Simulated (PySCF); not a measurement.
CH11PSi3.
Atom-mapped SMILES: `[SiH3:1][CH2:2][Si@@H:3]([SiH3:4])[PH2:5]` (hydrogens: H6, H7, H8 on Si1; H9, H10 on C2; H11 on Si3; H12, H13, H14 on Si4; H15, H16 on P5)

Method: PBE0-D3(BJ)/def2-SVP geometry optimisation, gas phase in PySCF; density fitting, grid level 1; the optimiser is geomeTRIC in internal coordinates, started from a GFN2-xTB structure.

Step 0: E = -34112.2502 eV
```
atom  x, y, z in Å  |  force x, y, z in eV/Å
Si1    -2.2082   -0.8602   -0.0525    0.647   0.273   0.809
C2     -1.0322   -0.4073    1.3728    0.270   0.035  -0.845
Si3     0.6406    0.4086    0.9025   -1.005   0.032   0.296
Si4     2.0371   -1.0308   -0.2721   -0.028   0.079   0.080
P5      0.3390    2.3540   -0.1972    1.388   0.424   0.130
H6     -2.5581    0.3441   -0.8102   -0.141   0.427  -0.344
H7     -1.5535   -1.8289   -0.9346    0.208  -0.379  -0.406
H8     -3.4345   -1.4410    0.5006   -0.492  -0.267   0.153
H9     -1.5626    0.2627    2.0521   -0.132   0.351   0.220
H10    -0.8173   -1.3090    1.9476    0.092  -0.437   0.218
H11     1.2437    0.8667    2.1748    0.341  -0.086   0.261
H12     1.4209   -1.5736   -1.4868   -0.400  -0.109  -0.445
H13     3.2867   -0.3902   -0.6850    0.488   0.408  -0.113
H14     2.4058   -2.1780    0.5611    0.083  -0.465   0.440
H15    -0.9375    2.5775    0.2798   -0.999   0.177   0.536
H16    -0.1395    1.7709   -1.3546   -0.319  -0.464  -0.987
```

Step 1: E = -34112.4251 eV
```
atom  x, y, z in Å  |  force x, y, z in eV/Å
Si1    -2.1613   -0.8718   -0.0612   -0.141   0.007   0.020
C2     -1.0224   -0.4164    1.3668    0.074   0.068   0.109
Si3     0.6149    0.4386    0.9496    0.087  -0.142  -0.068
Si4     2.0180   -1.0187   -0.2467   -0.074   0.034  -0.007
P5      0.3862    2.3498   -0.2626   -0.310  -0.052  -0.026
H6     -2.5206    0.3367   -0.8669    0.019  -0.015   0.023
H7     -1.5386   -1.8750   -0.9790    0.053   0.026   0.044
H8     -3.4263   -1.4602    0.4846    0.032   0.006  -0.034
H9     -1.5713    0.2589    2.0504   -0.029  -0.055  -0.070
H10    -0.8039   -1.3318    1.9486    0.014   0.047  -0.046
H11     1.3278    0.8126    2.2158   -0.073   0.042  -0.022
H12     1.2747   -1.5206   -1.4451    0.055  -0.017  -0.019
H13     3.2650   -0.3293   -0.7005   -0.009   0.002   0.009
H14     2.3937   -2.1889    0.6093   -0.007   0.002  -0.022
H15    -0.8852    2.6733    0.3371    0.213  -0.004  -0.117
H16    -0.2204    1.7082   -1.4017    0.097   0.051   0.227
```

Question: Estimate the geometry and energy of step 2. (The exact step hangs on the optimiser's Hessian estimate; all steps are aligned on step 1, rigid shifts and turns removed.)

Answer: E = -34112.4362 eV, largest force 0.076 eV/Å
```
atom  x, y, z in Å  |  force x, y, z in eV/Å
Si1    -2.1641   -0.8712   -0.0549   -0.041  -0.013  -0.001
C2     -1.0266   -0.4114    1.3711    0.010   0.048   0.058
Si3     0.6111    0.4337    0.9470    0.035  -0.061  -0.018
Si4     2.0114   -1.0194   -0.2557   -0.040   0.019  -0.019
P5      0.3887    2.3440   -0.2620   -0.041  -0.023  -0.016
H6     -2.5197    0.3346   -0.8631    0.001   0.002   0.005
H7     -1.5132   -1.8676   -0.9585    0.022   0.002  -0.001
H8     -3.4279   -1.4698    0.4761    0.005  -0.003  -0.010
H9     -1.5820    0.2617    2.0486   -0.007  -0.004  -0.011
H10    -0.8051   -1.3241    1.9527    0.008  -0.004  -0.008
H11     1.3147    0.8162    2.2129   -0.016   0.013   0.010
H12     1.2891   -1.5207   -1.4668    0.027   0.001  -0.010
H13     3.2598   -0.3246   -0.6953    0.003   0.011   0.012
H14     2.3855   -2.1944    0.5929   -0.006  -0.006  -0.005
H15    -0.8684    2.6946    0.3276    0.036   0.009  -0.007
H16    -0.2229    1.6838   -1.3740    0.005   0.008   0.021
```

The energy changes by -0.0111 eV. The first-order estimate −F·Δx gives -0.0172 eV and the mean of the old and new forces, exact on a quadratic surface, -0.0107 eV. The step makes an angle of 66° with the force vector and moves no atom by more than 0.037 Å.

What follows is the cost of the whole optimisation. On an Arm Neoverse V2 with one thread, on a shared host, this took 76 s and 0.64 GiB of memory at its peak.
